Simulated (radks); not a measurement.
Problem. These are the eigenvalues of the occupied orbitals of an atom or ion with whole-number occupations (hartree). All-electron calculation, Dirac Kohn-Sham, PBEsol, spin-unpolarised, spherical densities, finite nucleus; Fermi nuclear charge, rms radius of each element as measured or else 0.836 A^(1/3) + 0.57 fm. Program: a radial shooting solver on a logarithmic mesh with Libxc functionals.

orbital  eigenvalue
1s1/2     -1018.979
2s1/2     -152.7729
2p1/2     -142.5141
2p3/2     -134.7710
3s1/2     -29.20533
3p1/2     -25.06391
3p3/2     -23.66534
3d3/2     -16.33213
3d5/2     -16.04546
4s1/2      -4.66400
4p1/2      -3.31069
4p3/2      -3.06544
4d3/2      -0.97706
4d5/2      -0.94531
5s1/2      -0.55058

Which element is it, and in what charge state? The configuration may be excited. Open shells, if any, fill j = l - 1/2 first.

Solution. Z = 49, indium, charge +1: In+ in [Kr] 4d10 5s2. The list shows which subshells hold electrons but not how many an open one holds; the 1s level, -1019 hartree, gives Z - s = 45.1 by -(Z - s)^2/2, which with screening and relativity narrows Z to a few neighbours, and the depths of the outer levels then fix element, charge and occupations together.
